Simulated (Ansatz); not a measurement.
Spectroscopic constants of Mg2, multiplicity 3 (not the ground state: that is measured with 2S+1 = 1).

The constants come from a fifth-degree fit in 1/R (seven points, main isotopes). In def2 and cc sets the state is the lowest found near the PBE0 minimum, followed along R.

Correlated levels freeze the inner cores; with def2 sets outer-core shells near the valence are correlated too.

The values were computed with Ansatz (Gaussian orbitals). 

Energies at CCSD/def2-TZVPP:

```json
[
 {"R (Å)": "2.572151", "E (hartree)": "-399.54509487"},
 {"R (Å)": "2.641295", "E (hartree)": "-399.54681529"},
 {"R (Å)": "2.704907", "E (hartree)": "-399.54769047"},
 {"R (Å)": "2.776817", "E (hartree)": "-399.54799790"},
 {"R (Å)": "2.848726", "E (hartree)": "-399.54770802"},
 {"R (Å)": "2.931699", "E (hartree)": "-399.54677878"},
 {"R (Å)": "3.028500", "E (hartree)": "-399.54507728"}
]
```

Task: With a reduced mass of 11.9925 u, find the minimum, the force constant and the constants.

Result: A fifth-degree polynomial in 1/R puts the minimum at r_e = 2.7754 Å with force constant 50.4 N/m. Then ω_e = (1/2πc)√(k/μ) = 267 cm⁻¹ and B_e = h/(8π²cμr_e²) = 0.1825 cm⁻¹; the cubic and quartic terms give α_e = 0.0012 and ω_e x_e = 1.4 cm⁻¹.

Doubts at one or more of the structures used: a spin-contaminated determinant (CCSD/def2-TZVPP).

Ansatz is a first-principles code.
